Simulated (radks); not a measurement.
Effect of the nuclear size on neutral palladium, [Kr] 4d10. All-electron calculation, Dirac Kohn-Sham, PBE, spin-unpolarised, spherical densities, finite nucleus; Fermi nuclear charge, rms radius 4.5318 fm. Program: a radial shooting solver on a logarithmic mesh with Libxc functionals. The rms radius is varied about that value; shifts are against it.

rms radius (fm)  total energy shift (eV)  density at nucleus (e/bohr^3)  1s1/2 shift (meV)  2s1/2 shift (meV)  3p1/2 shift (meV)  4s1/2 shift (meV)  5s1/2 (empty) shift (meV)
3.7795                            -0.766                       1.36e+05               -323              -35.8              0.369              -1.25                     -0.080
4.1058                            -0.448                      1.345e+05               -189              -21.0              0.216             -0.732                     -0.047
4.5318                                 0                      1.328e+05              0.000              0.000              0.000              0.000                      0.000
4.9034                             0.423                      1.314e+05                178               19.8             -0.204              0.690                      0.044
5.5741                              1.26                      1.293e+05                530               58.8             -0.606               2.05                      0.131

Slopes of the eigenvalues against <r^2> in GHz/fm^2, as finite differences over the two radii next to the reference (eigenvalue slopes, not the field-shift constants of lines): 1s1/2 12300, 2s1/2 1370, 3p1/2 -14.1, 4s1/2 47.8, 5s1/2 (empty) 3.06.
